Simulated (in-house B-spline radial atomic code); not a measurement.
RPA and G0W0 for Mo, [Kr] 4d5 5s1, highest spin, as one setting changes: the share of exact exchange in the PBE hybrid start. A dash marks a level of low quasi-particle weight. Computed with an all-electron radial atomic-structure program (B-spline basis): all electrons, scalar-relativistic (spin-free one-electron X2C), finite nucleus, each spin shell either full or empty, empty states to l = 9 with an (l + 1/2)⁻⁴ tail; G0W0 by contour deformation at full frequency.

RPA overbinds a lone outer s electron by self-correlation, and G0W0 tends to as well.

| share of exact exchange in the PBE hybrid start | mean-field level (eV) | G0W0 level (eV) | RPA correlation (Eh) |
| --- | --- | --- | --- |
| 0 | -4.573 | - | -3.1244 |
| 0.1 | -4.829 | 5s up -7.641 | -3.0901 |
| 0.2 | ? | ? | ? |
| 0.3 | ? | ? | ? |
| 0.4 | -5.483 | 5s up -7.577 | -2.9964 |
| 0.5 | -5.698 | 5s up -7.535 | -2.9677 |
| 0.6 | -5.912 | 5s up -7.488 | -2.94 |
| 0.7 | -6.124 | 5s up -7.438 | -2.9132 |
| 0.8 | -6.334 | 5s up -7.386 | -2.8874 |
| 0.9 | -6.543 | 5s up -7.333 | -2.8623 |
| 1 | -6.749 | 5s up -7.279 | -2.838 |

Q: What belongs in the row for 0.3?

A: mean-field level (eV): -5.267; G0W0 level (eV): 5s up -7.612; RPA correlation (Eh): -3.0263.

Q: What belongs in the row for 0.2?

A: mean-field level (eV): -5.048; G0W0 level (eV): 5s up -7.636; RPA correlation (Eh): -3.0575.
